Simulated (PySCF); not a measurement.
AlCl, SMILES [Cl][Al] (connectivity only; charge and spin as stated), neutral, multiplicity 1. Atoms are numbered in the order given.

```xyz
2

Al     0.0000     0.0000    -1.2166
Cl     0.0000     0.0000     0.9304
```
Charge 0, spin multiplicity 1.

Coordinates come from a PBE0-D3(BJ)/def2-TZVPD optimisation.

Two levels are set side by side: PBE/pcSseg-2 (PySCF) and HF/pcSseg-2 (PySCF). GIAO shifts against HCl (³⁵Cl) at the same level; non-relativistic, no solvent, atoms listed together averaged. Without spin–orbit terms, shifts of atoms bonded to Cl or Br come out too high at both levels. Differences are taken from unrounded values.

| quantity | PBE |
|---|---|
| δ(³⁵Cl) of Cl2 (ppm) | 437.0 |

### Question
These are the PBE values. What does HF give? (Estimate from the structure and the level; the computed values follow.)

### Answer

```json
[
 {"quantity": "δ(³⁵Cl) of Cl2 (ppm)", "HF": "315.6", "PBE minus HF": "121.4"}
]
```

Rough cost on one machine, each run with all the roots and properties that it gave: HF against PBE within a factor of 2.
